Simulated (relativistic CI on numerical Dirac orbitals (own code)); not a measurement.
What each ingredient does to the levels of Ag17+

Base calculation: Dirac-Coulomb-Breit CI, orbitals from a KLI potential per configuration, a model potential for QED, unscaled Slater integrals.

Configuration list (outside the closed core [Ar] 3d10): 4s2, 4s.4p, 4p2, 4s.4d, 4d2, 4s.4f, 4p.4d, 4f2, 4p.4f, 4s.5s, 4d.4f, 4s.5p, 4s.5d, 4s.5f, 4s.5g, 4s.6s. Levels of other configurations are missing.

Variants: (1) P86 correlation estimate; (2) Breit term removed; (3) non-relativistic limit. Shifts of the energy above 4s2 1S_0, in cm⁻¹, for the lowest level and the first level of each name with at least 55 % of one term (blank where a level changes its place among those of its configuration and J or its character, or is not in the variant):

```tsv
Level	Base	Δ(1)	Δ(2)	Δ(3)
4s2 1S_0	0	0	0	0
4s.4p 3P°_0	266923	+541	-984	-12588
4s.4p 3P°_1	280990	+542	-813	-26655
4s.4p 3P°_2	329689	+542	+10	-75353
4s.4p 1P°_1	413267	+555	-84	-63727
4p2 3P_0	625813	+1041	-1818	-46251
4p2 3P_1	670416	+1044	-964	-90854
4p2 1D_2	673003	+1057	-808	
4p2 3P_2	731861	+1055	+73	
4p2 1S_0	790674	+1041	-98	-135344
4s.4d 3D_1	867931	+1285	+827	-81475
4s.4d 3D_2	871992	+1285	+995	-85536
4s.4d 3D_3	879061	+1285	+1292	-92605
4s.4d 1D_2	941345	+1265	+993	-92313
4p.4d 3F°_2	1150255	+1645	-86	-99342
4p.4d 3F°_3	1178327	+1642	+491	-127414
4p.4d 3D°_1	1212462	+1648	-10	
4p.4d 3F°_4	1220116	+1640	+1316	-169203
4p.4d 3P°_0	1256172	+1648	+779	-159055
4p.4d 3D°_3	1258699	+1638	+968	-154049
4p.4d 3P°_1	1259217	+1649	+871	
4p.4d 1F°_3	1293106	+1573	+1232	-146711
```

At this charge energies of transitions that change n are usually good to better than 1 %, and those within a shell (Δn = 0) to a few per cent.

Ionisation energy from the two ground configurations alone: base 469.199 eV; P86 correlation estimate 470.143 eV; Breit term removed 469.411 eV. The NIST ASD value (theoretical) is 469 eV.

LS names give the leading component of a level, which can be under half, so a name can repeat, a term be missing and a line seem to break the LS rules.
